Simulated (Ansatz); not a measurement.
`CC(C)=CBr` and `C/C(F)=C/Br` differ in one atom or group.

Ansatz, PBE0-D4/def2-TZVP geometries, multiplicity 1. 

Scalar relativity is left out up to krypton.

```tsv
property	`CC(C)=CBr`
size of the dipole moment (ωB97M-V/def2-TZVPP) / D	2.09
HOMO–LUMO gap (PBE0/def2-TZVPP) / eV	6.97
HOMO–LUMO gap (PBE/def2-TZVPP) / eV	4.88
LUMO energy (PBE/def2-TZVPP) / eV	-0.83
LUMO energy (ωB97M-V/def2-TZVPP) / eV	2.22
HOMO–LUMO gap (ωB97M-V/def2-TZVPP) / eV	11.19
```

Question: Give the same properties after the change, and the shifts. (An estimate is asked.)

Answer: Computed: 
| property | `C/C(F)=C/Br` | shift |
| --- | --- | --- |
| size of the dipole moment (ωB97M-V/def2-TZVPP) / D | 2.67 | 0.58 |
| HOMO–LUMO gap (PBE0/def2-TZVPP) / eV | 7.15 | 0.18 |
| HOMO–LUMO gap (PBE/def2-TZVPP) / eV | 4.99 | 0.11 |
| LUMO energy (PBE/def2-TZVPP) / eV | -0.84 | -0.01 |
| LUMO energy (ωB97M-V/def2-TZVPP) / eV | 2.28 | 0.06 |
| HOMO–LUMO gap (ωB97M-V/def2-TZVPP) / eV | 11.45 | 0.26 |

Dipoles are sizes alone; their direction can turn.

Spin–orbit coupling is left out; it splits and shifts lone-pair levels of the heavy atoms by tenths of an eV.
